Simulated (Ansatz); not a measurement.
Job for Ansatz (a quantum-chemistry and plane-wave program): U-CCSD(T)/def2-SVPD on FHMg (SMILES [F][MgH]), a point of a bond scan (R = 1.937 Å).

Ansatz 0.2 input:
```yaml
crystal:
  periodic: [false, false, false]
  atoms:
    - {symbol: Mg, position_ang: [-0.00000000, -0.00000000, -0.64398300]}
    - {symbol: H, position_ang: [-0.00000000, -0.00000000, -2.32551962]}
    - {symbol: F, position_ang: [0.00000000, 0.00000000, 1.29313688]}
basis:
  gaussian:
    orbitals: def2-SVPD
correlation: {method: ccsd_t, electrons: outside_noble_gas}
scf: {omitted_lower_state_checks: [cluster_reference]}
magnetization: {spin_polarized: true, initial_magnetization: 0}
```

Task: Predict the final total energy.

Result: -299.7825 hartree (reference determinant -299.5243, T1 diagnostic 0.019).
